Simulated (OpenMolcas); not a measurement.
What dynamic correlation does to the levels of Re2+

```
Program             : OpenMolcas
Basis               : ANO-R2 [8s6p5d3f1g]
Scalar Hamiltonian  : X2C, finite nucleus
Active space        : 11 electrons in 8 orbitals (RAS1 5p, at most 2 holes; RAS2 5d)
State averaging     : 2S+1 = 6 even, 1 root; 2S+1 = 4 even, 24 roots; 2S+1 = 2 even, 75 roots
Spin-orbit coupling : state interaction with AMFI integrals over the reference wave functions, term energies averaged over their components
```

Methods on the same reference wave functions:
A. RASSCF
B. SS-RASPT2, IPEA 0.25 Eh, imaginary shift 0.1 Eh (closed shells correlated: 5s)
C. MS-RASPT2, IPEA 0.25 Eh, imaginary shift 0.1 Eh (closed shells correlated: 5s)

Energies in eV above 5d⁵ ⁶S_5/2, the measured ground level; measured values from the list in Brasseur, Gamrath and Quinet, At. Data Nucl. Data Tables 157, 101636 (2024).

| Level | A | B | C | Measured |
| --- | --- | --- | --- | --- |
| 5d⁵ ⁶S_5/2 | 0.0000 | 0.0000 | 0.0000 | 0.0000 |
| 5d⁵ ⁴G_7/2 [71 %] | 2.8301 | 2.358 | 2.358 | 2.0942 |
| 5d⁵ ⁴G_11/2 | 2.9180 | 2.461 | 2.461 | 2.2342 |
| 5d⁵ ⁴G_9/2 | 2.9803 | 2.525 | 2.525 | 2.2746 |
| 5d⁵ ⁴P_1/2 [60 %] | 3.0934 | 2.664 | 2.664 |  |
| 5d⁵ ⁴D_7/2 [74 %] | 3.4977 | 2.920 | 2.920 | 2.5359 |
| 5d⁵ ⁴D_1/2 [64 %] | 3.7962 | 3.257 | 3.257 |  |
| 5d⁵ ²I_11/2 | 4.1524 | 3.557 | 3.557 | 3.2447 |
| 5d⁵ ²I_13/2 | 4.4582 | 3.846 | 3.846 | 3.5444 |
| 5d⁵ ²H_9/2 [52 %] | 5.0483 | 4.443 | 4.443 |  |
| 5d⁵ ²F_5/2(2) [58 %] | 5.4897 | 4.731 | 4.731 |  |
| 5d⁵ ²H_11/2 [74 %] | 5.7122 | 5.129 | 5.129 |  |
| 5d⁵ ²F_7/2(2) [51 %] | 5.8233 | 5.051 | 5.051 |  |
| 5d⁵ ²S_1/2 | 6.0824 | 5.201 | 5.201 |  |
| 5d⁵ ²D_3/2(2) | 6.6887 | 5.830 | 5.830 |  |
| 5d⁵ ²D_5/2(2) [71 %] | 7.0237 | 6.178 | 6.178 |  |
| 5d⁵ ²G_9/2(2) | 7.5132 | 6.540 | 6.540 |  |
| 5d⁵ ²G_7/2(2) | 7.6439 | 6.681 | 6.681 |  |
| 5d⁵ ²P_3/2 | 8.7387 | 7.449 | 7.449 |  |
| 5d⁵ ²P_1/2 | 9.0304 | 7.748 | 7.748 |  |
| 5d⁵ ²D_5/2(3) | 9.6358 | 8.418 | 8.418 |  |
| 5d⁵ ²D_3/2(3) | 9.8363 | 8.607 | 8.607 |  |

Deviations, from unrounded energies. A percentage is the sum of absolute deviations over the sum of measured energies, with the sign that they share, or ± where signs differ.

| Against measurement | Levels | A | B | C |
| --- | --- | --- | --- | --- |
| mean absolute deviation (cm-1) | 6 | 6600 | 2300 | 2300 |
| other terms of the ground configuration (%) | 6 | +30.8 | +10.9 | +10.9 |

B, C lie about equally close to measurement and A furthest from it. The largest miss of C in the table is 5d⁵ ⁴D_7/2 [74 %], by +3100 cm-1. The ranking rests on the paired levels alone, and a cruder setting can come out closer through cancelling errors.

Between B and C no level of the table moves by more than 5 cm-1.

The two smallest mean deviations differ by little beside CASPT2's spread within terms, so their order carries little weight.

From A to B the spin-free energies of the other terms of 5d⁵ shown, above ⁶S, scale by factors of 0.82 to 0.88, as is usual when dynamic correlation screens the repulsion within a d or f shell.

The lowest spin-free term lies below A's lowest term by 0.286 hartree in B, 0.286 hartree in C.

CASPT2 does not keep the components of a term degenerate, so their means are used; among the terms shown or strongly mixed into the levels shown the widest spread is 980 cm-1 (5d⁵ ²F(2), C). Active for correlation alone: 5p; no level in the range computed is led by a configuration that opens it, so any true level of that kind is missing. Without dynamic correlation excited terms often stand tens of per cent too high (terms of higher spin than the ground term too low), and those without a measured partner can miss by more than the paired ones (holds for A). Some levels mix across a computed gap that differs much from the measured one, so their mixing is not that of the real levels (holds for A). Some terms miss by over 15 % even with CASPT2, which points to a basis or an active space too small for the shells correlated (holds for B; C). Blocks of more than 70 roots (2S+1 = 2 even) ran without multistate coupling (holds for C). Computed and measured levels are paired by configuration, term and J; levels that our copy of the source lacks, or whose pairing is in doubt (as where it misses far off the trend of its configuration), stay unpaired and out of the deviations. Levels of configurations outside the active space are missing. The table leaves out levels that lie high or whose names do not pair safely across all columns.

A share in square brackets marks a mixed level and gives the weight of the term that names it, the lowest over the columns. A number in round brackets counts repeated terms of one configuration in the order of the reference energies.
